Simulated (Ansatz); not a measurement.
An input meant for [SiF5]- (SiF₅⁻) (charge -1, singlet).

```yaml
crystal:
  periodic: [false, false, false]
  atoms:
    - {symbol: Si, position_ang: [0.000086, 0.000116, 0.000002]}
    - {symbol: F, position_ang: [-0.017434, -0.005627, 1.687888]}
    - {symbol: F, position_ang: [0.018566, 0.007067, -1.687867]}
    - {symbol: F, position_ang: [1.654213, 0.010091, 0.017680]}
    - {symbol: F, position_ang: [-0.817282, -1.387864, 0.285876]}
    - {symbol: F, position_ang: [-0.817282, -1.437864, -0.014124]}
basis:
  gaussian: {orbitals: def2-mTZVP}
total_charge: -1
hamiltonian: {xc: {name: PBEsol}, dispersion: d3bj}
scf: {omitted_lower_state_checks: [starts]}
```

```sh
$ ansatz run in.yaml --threads 4 --pin off --events-out ev --progress --plain --max-ram 3916MiB
```

Output, abridged:

```
Functional definition: PBEsol
929 factors; their error is unknown
mean field evaluation 1: about -20475.6731 eV, gradient 1.0e2 eV
mean field evaluation 2: about -19492.5042 eV, gradient 6.1e2 eV
mean field evaluation 4: about -20322.4260 eV, gradient 2.7e2 eV
mean field evaluation 8: about -20519.1133 eV, gradient 2.9e0 eV
mean field evaluation 16: about -20519.3565 eV, gradient 1.6e-5 eV
a density is far from that of the atoms, so the factors are made again for it
1005 factors; integrals over basis functions are off by at most 5.8e-4 eV
mean field -20519.35610047 eV, -754.0724281730 hartree, gradient 2.3e-5 eV, S^2 0.000000; 0 other end points of the search recorded, 0 dependent functions left out
reference -20519.35613436 eV, -754.0724294186 hartree; 30, 30 occupied and 87, 87 virtual orbitals, 1005 factors
Total energy: -20519.38745379 eV, -754.0735803865 hartree
Checks for a lower state left out: starts
```

(1) Something in this input is off. What?

Answers

(1) One atom was put on top of another. The run converged. The result belongs to that input, not to the species as meant. The highest occupied level of an anion often lies above zero with these methods, and sets without diffuse functions describe the outer electron poorly.
